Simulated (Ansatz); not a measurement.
`BS[SiH2]OC` and `BS[SiH3]` differ in one atom or group.

Ansatz, PBE0-D4/def2-TZVP geometries, multiplicity 1. Each molecule was computed in one conformer, which needn't be the lowest.

| property | `BS[SiH2]OC` |
| --- | --- |
| LUMO energy (ωB97M-V/def2-TZVPP) / eV | 0.42 |
| LUMO energy (PBE0/def2-TZVPP) / eV | -1.51 |
| HOMO–LUMO gap (PBE/def2-TZVPP) / eV | 4.39 |
| size of the dipole moment (ωB97M-V/def2-TZVPP) / D | 1.33 |
| LUMO energy (B3LYP/def2-TZVPP) / eV | -1.69 |
| size of the dipole moment (PBE/def2-TZVPP) / D | 1.40 |

**Question.** What does the change do to each property? (Estimate.)

**Answer.** Ansatz gave: 
```json
{"property": "LUMO energy (ωB97M-V/def2-TZVPP) / eV", "`BS[SiH3]`": "0.36", "shift": "-0.06"}
{"property": "LUMO energy (PBE0/def2-TZVPP) / eV", "`BS[SiH3]`": "-1.58", "shift": "-0.07"}
{"property": "HOMO–LUMO gap (PBE/def2-TZVPP) / eV", "`BS[SiH3]`": "4.63", "shift": "0.24"}
{"property": "size of the dipole moment (ωB97M-V/def2-TZVPP) / D", "`BS[SiH3]`": "0.96", "shift": "-0.37"}
{"property": "LUMO energy (B3LYP/def2-TZVPP) / eV", "`BS[SiH3]`": "-1.76", "shift": "-0.07"}
{"property": "size of the dipole moment (PBE/def2-TZVPP) / D", "`BS[SiH3]`": "0.97", "shift": "-0.43"}
```

The zero-point energy changes by -93.0 kJ/mol with -12 modes. Dipoles are sizes alone; their direction can turn.

Positive LUMOs are unbound, so they and the gaps depend on the basis.

B3LYP here is the variant with VWN-RPA as its local correlation; programs differ in this.
